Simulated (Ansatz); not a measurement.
Si(F)(OH)(NH2)2 (FH5N2OSi), SMILES N[Si](N)(O)F.

Geometry optimised at B3LYP-D3(BJ)/def2-SVP. The structure was generated by enumeration, and PubChem lists no compound with its InChIKey, so it may never have been made. Other conformers were not sampled.

Two levels are set side by side: PBE/def2-SVPD (Ansatz, an electronic-structure program) and CAM-B3LYP/def2-SVPD (Ansatz). Energy differences of separate SCF runs at the same geometry; the states with an electron removed or added have multiplicity 2 and 2. Differences are taken from unrounded values.

```csv
quantity,CAM-B3LYP
vertical ionisation energy (eV),10.32
vertical singlet–triplet gap (eV),6.65
```

Problem. What does PBE give, and how far is it from CAM-B3LYP? (Estimate from the structure and the level; the computed values follow.)

Solution. 
```tsv
quantity	PBE	PBE minus CAM-B3LYP
vertical ionisation energy (eV)	9.50	-0.82
vertical singlet–triplet gap (eV)	5.91	-0.74
```
